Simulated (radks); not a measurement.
The numbers below are computed, except where a source is named.
Cl2+, 15 electrons, occupied as [Ne] 3s2 3p3.

Code: a radial shooting solver on a logarithmic mesh with Libxc functionals. Model: Dirac Kohn-Sham, PBE, spin-unpolarised, spherical densities, point nucleus; open shells fill j = l - 1/2 first.

Energy parts (eV):
part                      energy
total                 -12517.121
kinetic                12584.370
electron-nucleus      -29470.702
Hartree                 5111.860
exchange-correlation    -742.649

Orbitals (lengths in bohr, moments of r in powers of bohr):
[
 {"orbital": "1s1/2", "occ.": "2", "eigenvalue (eV)": "-2779.635", "<r>": "0.09096", "<1/r>": "16.68"},
 {"orbital": "2s1/2", "occ.": "2", "eigenvalue (eV)": "-280.5019", "<r>": "0.4436", "<1/r>": "3.316"},
 {"orbital": "2p1/2", "occ.": "2", "eigenvalue (eV)": "-220.6551", "<r>": "0.4047", "<1/r>": "3.227"},
 {"orbital": "2p3/2", "occ.": "4", "eigenvalue (eV)": "-218.9532", "<r>": "0.4070", "<1/r>": "3.203"},
 {"orbital": "3s1/2", "occ.": "2", "eigenvalue (eV)": "-44.8908", "<r>": "1.442", "<1/r>": "0.9590"},
 {"orbital": "3p1/2", "occ.": "2", "eigenvalue (eV)": "-31.7705", "<r>": "1.599", "<1/r>": "0.8476"},
 {"orbital": "3p3/2", "occ.": "1", "eigenvalue (eV)": "-31.6078", "<r>": "1.605", "<1/r>": "0.8436"}
]

The highest occupied level is 3p3/2 at -31.608 eV. The density falls to 0.001 e/bohr^3 at r = 3.29 bohr.
